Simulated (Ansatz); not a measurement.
CAuClO (SMILES [O+]#[C-]->[Au][Cl]), singlet, geometry from GFN2-xTB (such geometries of metal compounds can be far from the true shape) (core potentials on Au); B3LYP/def2-SV(P) (Ansatz, a first-principles code).

Ansatz was given this input:
Ansatz 0.2 input:
```yaml
crystal:
  periodic: [false, false, false]
  atoms:
    - {symbol: Au, position_ang: [0.00147346, -0.01243069, 0.01543788]}
    - {symbol: Cl, position_ang: [-0.19553876, 1.58697857, -1.44038517]}
    - {symbol: O, position_ang: [0.27405603, -2.22019484, 1.97969266]}
    - {symbol: C, position_ang: [0.16921784, -1.37250870, 1.23823567]}
basis:
  gaussian:
    orbitals: def2-SV_P_.json
hamiltonian:
  xc: b3lyp
```
The basis file holds def2-SV(P) in the JSON format of the Basis Set Exchange.

It wrote (shortened):

```
Functional definition: B3LYP
774 factors; integrals over basis functions are off by at most 8.6e-4 eV
mean field evaluation 1: about -19294.6026 eV, gradient 3.2e1 eV
mean field evaluation 2: about -19287.6117 eV, gradient 7.0e1 eV
mean field evaluation 4: about -19296.5194 eV, gradient 2.4e0 eV
mean field evaluation 8: about -19296.7288 eV, gradient 2.5e-1 eV
mean field evaluation 16: about -19296.7290 eV, gradient 4.1e-5 eV
mean field -19296.72897958 eV, -709.1417102070 hartree, gradient 4.0e-5 eV, S^2 0.000000; 0 other end points of the search recorded, 0 dependent functions left out
reference -19296.72918010 eV, -709.1417175757 hartree; 25, 25 occupied and 46, 46 virtual orbitals, 774 factors
Total energy: -19296.72918010 eV, -709.1417175757 hartree
```
